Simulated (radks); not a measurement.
The numbers below are computed, except where a source is named.
Question: These are the eigenvalues of the occupied orbitals of an atom or ion with whole-number occupations (eV). Code: a radial shooting solver on a logarithmic mesh with Libxc functionals. Model: scalar-relativistic Kohn-Sham, PBE, spin-polarised, spherical densities, finite nucleus; Fermi nuclear charge, rms radius of each element as measured or else 0.836 A^(1/3) + 0.57 fm.

1s: -27619.57
2s: -5876.632
2p: -5519.446

Which element is it, and in what charge state? The configuration may be excited. Open shells, if any, are filled with parallel spins first.

Answer: Z = 47, silver, charge +37: Ag37+ in [Ne]. The list shows which subshells hold electrons but not how many an open one holds; the 1s level, -1015 hartree, gives Z - s = 45.1 by -(Z - s)^2/2, which with screening and relativity narrows Z to a few neighbours, and the depths of the outer levels then fix element, charge and occupations together.
